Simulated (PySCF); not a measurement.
K₂ at RHF-CCSD(T)

Computed with RHF-CCSD(T); PySCF, no relativity, basis sets K pcseg-1.

```json
{
 "state": "¹Σg⁺ (singlet), closed shell",
 "bond length": "4.054 Å",
 "harmonic wavenumber": "93.5 cm⁻¹",
 "force constant": "0.100 mdyn/Å",
 "rotational constant Be": "0.05266 cm⁻¹",
 "anharmonicity ωexe": "0.353 cm⁻¹",
 "vibration–rotation constant αe": "0.000172 cm⁻¹",
 "well depth De to K + K": "52 kJ/mol",
 "dissociation energy D0": "51 kJ/mol"
}
```

Correlated steps freeze 10 core orbitals. Correlated levels converge slowly with the basis: in double zeta they bind strong bonds too weakly, by up to about 1 eV, and carry superposition errors of some tenths. Where the molecule has an RHF reference, its open-shell atoms are computed with UHF.
